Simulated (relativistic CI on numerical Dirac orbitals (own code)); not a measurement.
Crystal-field levels of Rh3+, 4d6

Calculated by Dirac-Coulomb-Breit CI, separate exchange-only KLI orbitals for each configuration, model QED, valence Slater integrals scaled by 0.9, one configuration in a parametric crystal field (own radial code). With so little scaling, terms lie 10 to 35 % too far apart, which can change the order of excited levels.

Field parameters in Wybourne normalisation: D3d B²₀ = −7Dσ, B⁴₀ = −14Dq − 21Dτ, B⁴₃ = −14√(10/7) Dq. The field is a parameter set, without covalency.

S and J are read from ⟨S²⟩ = S(S + 1) and ⟨J²⟩ = J(J + 1) of each level; they are not fictitious spins.

D3d, 10Dq = 22050, Dσ = -1200, Dτ = 170 cm⁻¹, the lowest 10 levels:

| E (cm⁻¹) | Degeneracy | Irrep | S | J |
| --- | --- | --- | --- | --- |
| 0.0 | 1 | A1 | 0.09 | 4.55 |
| 12325 | 2 | E | 1.17 | 4.01 |
| 12445 | 2 | E | 1.19 | 3.85 |
| 12651 | 1 | A2 | 1.31 | 3.64 |
| 12729 | 1 | A1 | 1.19 | 3.77 |
| 13322 | 2 | E | 1.42 | 3.86 |
| 13832 | 1 | A1 | 1.43 | 3.64 |
| 15080 | 1 | A2 | 1.89 | 3.31 |
| 15151 | 2 | E | 1.75 | 3.85 |
| 15287 | 1 | A1 | 1.85 | 3.70 |

D3d, 10Dq = 22050, Dσ = 1200, Dτ = 170 cm⁻¹, the lowest 16 levels:

```
E (cm⁻¹)  Degeneracy  Irrep     S     J
     0.0           1     A1  0.10  4.55
   11209           2      E  1.39  3.69
   11217           1     A1  1.41  3.66
   11918           2      E  1.53  3.70
   12713           2      E  1.32  3.90
   13281           1     A1  1.48  3.69
   13730           1     A2  1.18  3.76
   14166           2      E  1.62  3.68
   14310           2      E  1.59  3.75
   14672           1     A1  1.48  3.77
   16435           1     A2  1.44  3.78
   16828           2      E  1.61  3.62
   17877           2      E  1.83  3.25
   17898           1     A1  1.87  3.09
   18268           2      E  1.76  3.11
   18448           1     A2  1.51  3.91
```

D3d, 10Dq = 22050, Dσ = 980, Dτ = 170 cm⁻¹, the lowest 16 levels:

| E (cm⁻¹) | Degeneracy | Irrep | S | J |
| --- | --- | --- | --- | --- |
| 0.0 | 1 | A1 | 0.10 | 4.55 |
| 11416 | 2 | E | 1.34 | 3.74 |
| 11431 | 1 | A1 | 1.36 | 3.70 |
| 12064 | 2 | E | 1.45 | 3.77 |
| 12773 | 2 | E | 1.30 | 3.90 |
| 13401 | 1 | A1 | 1.47 | 3.66 |
| 13670 | 1 | A2 | 1.20 | 3.75 |
| 14328 | 2 | E | 1.69 | 3.60 |
| 14429 | 2 | E | 1.67 | 3.70 |
| 14704 | 1 | A1 | 1.56 | 3.77 |
| 16333 | 1 | A2 | 1.51 | 3.70 |
| 16674 | 2 | E | 1.66 | 3.59 |
| 17703 | 2 | E | 1.83 | 3.22 |
| 17729 | 1 | A1 | 1.88 | 3.04 |
| 18122 | 2 | E | 1.78 | 3.08 |
| 18332 | 1 | A2 | 1.46 | 3.93 |

The free-ion ground term has S = 2. The field overcomes the spin-pairing energy for D3d, 10Dq = 22050, Dσ = -1200, Dτ = 170 cm⁻¹; D3d, 10Dq = 22050, Dσ = 1200, Dτ = 170 cm⁻¹; D3d, 10Dq = 22050, Dσ = 980, Dτ = 170 cm⁻¹, where the ground state has lower spin; these fields are assumed values.

Levels of this model without a field, named by their leading LS term: ⁵D4 0, ⁵D3 1508, ⁵D2 2375, ⁵D1 2945, ⁵D0 3216, ³H6 17901, ³H4 18095, ³H5 18334 cm⁻¹.
